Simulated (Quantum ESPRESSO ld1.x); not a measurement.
The numbers below are computed, except where a source is named.
Orbital eigenvalues (eV) of the scandium ion Sc+, [Ar] 3d1 4s1, at several levels of relativity; Dirac values are averaged over j with weights 2j + 1. Spin-unpolarised spherical Kohn-Sham, PBE, point nucleus, ld1.x of Quantum ESPRESSO 7.5. A level marked "c x" has the speed of light scaled by that factor and shares open shells by 2j + 1; other Dirac levels either fill j = l - 1/2 first or share by 2j + 1.

shell,non-rel.,"Dirac, low j first","Dirac, c x 1.25","Dirac, c x 100","change of magnitude, last against first (%)"
1s,-4377.9,-4403.7,-4394.4,-4377.9,0.00
2s,-476.54,-481.22,-479.53,-476.54,0.00
2p,-394.73,-395.17,-395.01,-394.73,0.00
3s,-61.411,-62.020,-61.803,-61.411,0.00
3p,-40.586,-40.607,-40.605,-40.586,0.00
3d,-10.095,-9.9615,-10.014,-10.095,0.00
4s,-9.6709,-9.7253,-9.7063,-9.6709,0.00
4p (empty),-6.3239,-6.3203,-6.3212,-6.3239,0.00
5s (empty),-2.9851,-2.9933,-2.9905,-2.9851,0.00
